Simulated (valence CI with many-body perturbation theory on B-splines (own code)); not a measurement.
## Er XIX: key properties

Level of theory: configuration interaction combined with many-body perturbation theory (CI+MBPT): four valence electrons over a frozen Dirac-Fock core [Kr] 4d10, radial functions for each j: 7 s, 7 p, 7 d, 7 f, 4 g, 2 h, with the one-electron correlation potential Σ1 (screened to all orders), the two-electron term Σ2, the three-electron term Σ3, Breit, model QED; selected single and double excitations, second order for the rest, scaled by the run's own slope (own B-spline code, finite nucleus).

No measured levels were compared; by estimate terms of the open shell hold to a few per cent of their energy, and close levels can change places.

Rates and lifetimes use the calculated energies. Strong lines usually hold to 10 to 20 %, long lifetimes can be off by a factor of two.

Problem. What is the ground level?

Solution. 4f4 5I_4, composition 91 % 4f4 5I + 8 % 4f4 3H, g = 0.616.

Problem. How is the term 5I of the ground level split?

Solution. J = 4 at 0, J = 5 at 6114, J = 6 at 12119, J = 7 at 17808, J = 8 at 23165 cm⁻¹.

Problem. How well does LS coupling describe the low levels?

Solution. Among the lowest 20 levels the leading LS term, summed over configurations, holds 71 % on average. For single configurations the figures are 71 % in LS and 59 % in jj coupling. Terms mix most in the J = 8 level at 43921 cm⁻¹, where the leading one holds 29 %.

Problem. Name the longest-lived excited levels whose lifetime is computed, and their main decay.

Solution. 4f4 5F_2 at 28233 cm⁻¹ lives 321 s, mostly by E2 to 4f4 5I_4; 4f4 5S_2 at 34239 cm⁻¹ lives 584 ms, mostly by M1 to 4f4 5F_2; 4f4 5F_3 at 32308 cm⁻¹ lives 255 ms, mostly by M1 to 4f4 5F_2. The lifetime of 4f4 5F_1 is too uncertain to give, and may be longer.

Problem. What is the ionisation energy?

Solution. 440.31 eV; NIST lists 450 ± 22 eV (theoretical).
